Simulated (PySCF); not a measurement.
Steps of a relaxation of [ReH5]−

[ReH5]− (doublet). PySCF 2.14.0, UKS BP86, Re def2-SVP with ECP60, H def2-SVP; non-relativistic Hamiltonian with scalar-relativistic core potentials where named; density fitting; no spin-orbit coupling. Origin of the start: released along the symmetry-breaking force. Columns: position (Å) and force (eV/Å). Energies are counted from the last step; some of the 21 steps are shown. Forces carry noise of the integration grid, about 0.01 to 0.03 eV/Å.

Run from Python with OMP_NUM_THREADS=2. Where DIIS fails, smearing, a level shift and second-order steps follow.
It took 34 s on 2 threads of Arm Neoverse V1, on a shared host, from the converged density of the start.

```xyz
6
step 0  E = 0.578 eV
Re    0.0004    0.0000    0.0000    -0.41   -0.01   -0.04
H    -0.0201    0.0000    1.7957     0.00    0.00    0.00
H    -0.0083    0.0000   -1.7958     0.03    0.00    0.00
H     1.6558    0.0000    0.0054     0.22    0.00   -0.01
H    -0.8556    1.4517   -0.0028     0.08   -0.09    0.02
H    -0.8557   -1.4517   -0.0028     0.08    0.09    0.02
```

```xyz
6
step 7  E = 0.391 eV
Re   -0.0609   -0.0030   -0.1825     1.07   -0.03   -0.30
H    -0.1010    0.0059    1.5989     0.02    0.01   -0.26
H     0.1545    0.0076   -1.9835     0.06    0.01   -0.02
H     1.6892   -0.0037    0.0213    -1.18    0.00    0.06
H    -0.8827    1.3845    0.2716     0.02   -0.18    0.25
H    -0.8826   -1.3914    0.2739     0.02    0.19    0.26
```

```xyz
6
step 13  E = 0.038 eV
Re   -0.0854   -0.0197   -0.3550     0.26    0.07   -0.16
H     0.0787    0.0214    1.3343     0.03   -0.02    0.00
H     0.3706    0.0335   -2.1512     0.00   -0.03    0.30
H     1.5193   -0.0066    0.1188    -0.11   -0.01   -0.16
H    -0.9807    1.0691    0.5161    -0.11    0.02    0.01
H    -0.9860   -1.0978    0.5368    -0.07   -0.02    0.02
```

Where does the relaxation end?

It converges at step 20 in Cs:
```xyz
6
step 20  E = 0
Re   -0.1221   -0.0013   -0.3461
H     0.1866   -0.0042    1.3106
H     0.5091    0.0080   -2.0312
H     1.5133    0.0092   -0.0381
H    -1.0912    1.0249    0.5513
H    -1.0792   -1.0366    0.5531
```

How did the contacts change?


| contact | start (Å) | end (Å) |
| --- | --- | --- |
| Re1–H2 (H) | 1.796 | 1.685 |
| Re1–H3 (H) | 1.796 | 1.799 |
| Re1–H4 (H) | 1.655 | 1.664 |
| Re1–H5 (H) | 1.685 | 1.673 |
| Re1–H6 (H) | 1.685 | 1.672 |


Open shells may have lower solutions than the one found.
